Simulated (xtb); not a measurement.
HSn, doublet, at a GFN2-xTB geometry (such geometries of metal compounds can be far from the true shape). Base run: GFN0-xTB (xtb 6.7.1).

Geometry (Å):
```xyz
2

Sn     0.0000     0.0000    -0.0354
H      0.0000     0.0000     1.7721
```
Charge 0, spin multiplicity 2.
All else is at xtb's defaults.
Base energy -2.83599 Eh.

Variants of this job, named by their change:

```tsv
change	ΔE vs base (kcal/mol)
base	0.000
acc = 0.0001	0.000
acc = 30	0.000
file = coord	0.000
etemp = 10	0.80
etemp = 1000	-1.93
```
